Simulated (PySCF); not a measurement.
An unknown is described by computed data only.

Formula: C10H15OP.

* UV, strongest line: among the 10 lowest singlet transitions: S8 at 6.85 eV (181 nm, f = 0.773) [TDDFT PBE0/def2-SVPD]
* UV, first state: lowest singlet excitation: 5.30 eV (234 nm, f = 0.003) [TDDFT PBE0/def2-SVPD]
* Rotational structure: rotational constants A, B, C: 1.550, 0.545, 0.489 GHz [PBE0-D3(BJ)/def2-SVP]
* NMR, other nuclei: isotropic shieldings of nuclei other than C and H, by class: 258 (1 O), 296 (1 P) ppm [GIAO PBE0/pcSseg-1]
* Dipole: 4.23 D [PBE0/def2-SVPD]
* 1H NMR: chemical shifts (computed TMS as zero) by class: 7.86 (2 H), 7.61 (1 H), 7.58 (2 H), 7.18 (1 H), 1.00 (9 H) ppm [GIAO PBE0/pcSseg-1]
* Triplet: lowest triplet excitation (Tamm–Dancoff): 4.00 eV [TDA PBE0/def2-SVPD]
* Polarisability: 142.8 au [PBE0/def2-SVPD]
* 13C NMR: chemical shifts (computed TMS as zero) by class: 137.6 (2 C), 137.3 (1 C), 136.3 (1 C), 133.3 (2 C), 34.0 (1 C), 24.1 (3 C) ppm [GIAO PBE0/pcSseg-1]

Electronic properties: PySCF, gas phase, density fitting. Levels stand in brackets. Geometry: PBE0-D3(BJ)/def2-SVP, one conformer, isolated molecule. Each NMR value is the plain mean over a class of atoms that symmetry, rotation or inversion makes alike.

**Question.** What is the compound? Reason from the data.

**Answer.** Numbering: `[CH3:1][C:2]([CH3:3])([CH3:4])[P@@H:5](=[O:6])[c:7]1[cH:8][cH:9][cH:10][cH:11][cH:12]1`. 10 carbons fall into 6 classes; from least to most shielded: aromatic CH carbon [C8/C12] (137.6 ppm, 2 C, up to 5.4 ppm apart in this geometry), aromatic CH carbon [C10] (137.3 ppm), substituted aromatic carbon [C7] (136.3 ppm), aromatic CH carbon [C9/C11] (133.3 ppm, 2 C, up to 2.1 ppm apart in this geometry), chain sp3 carbon bound to phosphorus [C2] (34.0 ppm), methyl carbon [C1/C3/C4] (24.1 ppm, 3 C, up to 4.0 ppm apart in this geometry). Hydrogen classes from least to most shielded: 2 H on the ortho carbons, C8/C12 (7.86 ppm, a mean of values up to 1.0 ppm apart in this geometry), 1 H on the para carbon, C10 (7.61 ppm), 2 H on the meta carbons, C9/C11 (7.58 ppm), 1 H on a phosphoryl phosphorus, P5 (7.18 ppm), 9 H on 3 methyl carbons, C1/C3/C4 (1.00 ppm, a mean of values up to 1.7 ppm apart in this geometry). The other shieldings belong to: 258 ppm, phosphoryl oxygen [O6]; 296 ppm, phosphoryl phosphorus [P5]. The optimised geometry has point group C1 and is an asymmetric top. Structure: tert-butyl(phenyl)phosphine oxide, `CC(C)(C)[P@@H](=O)C1=CC=CC=C1`. The assignments are read from this structure; whether some other isomer fits the data as well wasn't checked. The mirror image fits equally.

Conformer computed: `[CH3:1][C:2]([CH3:3])([CH3:4])[P@@H:5](=[O:6])[c:7]1[cH:8][cH:9][cH:10][cH:11][cH:12]1`: C1–C2–P5–O6 -59°, C2–P5–C7–C8 75°.
